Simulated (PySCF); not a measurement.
# How methods differ on the excitation energy of Ar²⁺

Ar²⁺ [Ne] 3s2 3p4 (3P) → Ar²⁺ [Ne] 3s2 3p3 4s1 (5S), as a difference of total energies. All numbers are calculated (PySCF 2.14, no relativity, point nucleus, in dyall-acv3z (19s12p6d4f, 113 functions)). Correlated levels: valence: [Ne] frozen; valence and next inner shell: 1s2 frozen; virtual orbitals above 40 to 60 times the deepest correlated orbital energy dropped. The calculations carry no spin-orbit coupling.

| method | excitation energy (eV) |
| --- | --- |
| UHF | 20.917 |
| LDA | 21.500 |
| PBE | 21.474 |
| PBE0 | 21.620 |
| r2SCAN | 21.946 |
| M06-2X | 21.869 |
| MN15 | 22.157 |
| revPBE | 21.543 |
| MP2 (valence) | 21.258 |
| SCS-MP2 (valence) | 21.518 |
| MP2 (valence and next inner shell) | 21.291 |
| SCS-MP2 (valence and next inner shell) | 21.539 |

Problem. How much does correlation contribute at MP2 (valence and next inner shell)?

Solution. 21.291 − (20.917) = 0.374 eV, measured against UHF.

A first-order spin-orbit estimate (lowest level to lowest level, LS coupling) adds 0.062 eV.

The promoted electron is Rydberg-like, and one or two diffuse shells describe it only roughly, which tends to raise the upper state.
